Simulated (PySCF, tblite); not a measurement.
Isomers of C6H6ClO (doublet state), one GFN2-xTB conformer each. Single-point energies are computed at B3LYP/pcH-1 (PySCF, gas phase, no added dispersion term), electronic only. GFN2-xTB treats the open shell by occupation alone, and not every SCF solution was tested for stability.

| SMILES | GFN2-xTB relative energy (kJ/mol) |
| --- | --- |
| [CH2]OC1=CC(Cl)=CC1 | 61.1 |
| O=C1[CH]CC=C(Cl)C1 | 0.0 |

Conformers: `[CH2:1][O:2][C:3]1=[CH:4][C:5]([Cl:6])=[CH:7][CH2:8]1` (doublet state) with H–C1–O2–C3 0° and 180°, C1–O2–C3–C4 0°.

Problem. What does B3LYP/pcH-1 give for the same structures?

Solution. 
| SMILES | B3LYP/pcH-1 E (Eh) | B3LYP/pcH-1 (kJ/mol) | GFN2-xTB (kJ/mol) | point group |
| --- | --- | --- | --- | --- |
| O=C1[CH]CC=C(Cl)C1 | -767.63506 | 0.0 | 0.0 | Cs |
| [CH2]OC1=CC(Cl)=CC1 | -767.58238 | 138.3 | 61.1 | Cs |

Both levels put the same isomer lowest. 

Problem. What happens when harmonic zero-point energies from GFN2-xTB frequencies are added?

Solution. 
| SMILES | ZPE (kJ/mol) | electronic (kJ/mol) | with ZPE (kJ/mol) |
| --- | --- | --- | --- |
| O=C1[CH]CC=C(Cl)C1 | 263.1 | 0.0 | 0.0 |
| [CH2]OC1=CC(Cl)=CC1 | 258.6 | 138.3 | 133.7 |

The zero-point energies span 4.5 kJ/mol. The order is unchanged.
